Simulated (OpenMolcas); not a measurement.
# Levels of Cl+ by method

* Program: OpenMolcas
* Basis: ANO-R2 [5s4p3d1f]
* Scalar Hamiltonian: X2C, finite nucleus
* Active space: 6 electrons in 4 orbitals (3s 3p)
* State averaging: 2S+1 = 3 even, 3 roots; 2S+1 = 1 even, 6 roots; 2S+1 = 3 odd, 3 roots; 2S+1 = 1 odd, 3 roots
* Spin-orbit coupling: state interaction with AMFI integrals over the reference wave functions, term energies averaged over their components

Methods on the same reference wave functions:
A. CASSCF
B. SS-CASPT2, IPEA 0.25 Eh, imaginary shift 0.1 Eh (closed shells correlated: 2s 2p)

Energies in eV above 3s² 3p⁴ ³P₂, the measured ground level; measured values from NIST Handbook of Basic Atomic Spectroscopic Data.

```tsv
Level	A	B	Measured
3s² 3p⁴ ³P₂	0.0000	0.0000	0.0000
3s² 3p⁴ ³P₁	0.0802	0.0805	0.0863
3s² 3p⁴ ³P₀	0.1157	0.1162	0.1235
3s² 3p⁴ ¹D₂	1.7847	1.504	1.4449
3s² 3p⁴ ¹S₀	3.2973	3.507	3.4564
3s 3p⁵ ³P°₂	14.4979	12.778	11.5761
3s 3p⁵ ³P°₁	14.5765	12.856	11.6545
3s 3p⁵ ³P°₀	14.6165	12.897	11.6959
3s 3p⁵ ¹P°₁	21.2872	18.094
```

Deviations, from unrounded energies. A percentage is the sum of absolute deviations over the sum of measured energies, with the sign that they share, or ± where signs differ.

```tsv
Against measurement	Levels	A	B
mean absolute deviation (cm-1)	7	11000	4300
fine structure of the ground term (%)	2	-6.6	-6.2
other terms of the ground configuration (%)	2	±10.2	+2.2
other configurations (%)	3	+25.1	+10.3
```

B lies closest to measurement on these levels. The largest miss of B in the table is 3s 3p⁵ ³P°₁, by +9700 cm-1. The ranking rests on the paired levels alone, and a cruder setting can come out closer through cancelling errors.

From A to B the spin-free energies of the other terms of 3s² 3p⁴ shown, above ³P, scale by factors of 0.84 to 1.06.

The lowest spin-free term lies below A's lowest term by 0.330 hartree in B.

Term energies are means over components that CASPT2 splits; among the terms shown or strongly mixed into the levels shown the widest spread is 150 cm-1 (3s² 3p⁴ ¹D, B). Over all roots computed the reference weight is 0.86 to 0.95 in B; the roots of lowest weight are the least certain, and an intruder state may touch them. Terms of s pⁿ other than that of highest spin mix with s² pⁿ⁻² d, which this space lacks; all of them can be thousands of cm-1 off, and some have no real level of that name. Without dynamic correlation excited terms often stand tens of per cent too high (terms of higher spin than the ground term too low), and those without a measured partner can miss by more than the paired ones (holds for A). Measured partners are found by configuration, term and J. A level has none where our copy of the source lacks it or the pairing is in doubt (some pairs that miss far off the trend of their configuration count as doubtful), and it then counts in no deviation. Levels of configurations outside the active space are missing.

° marks odd parity.
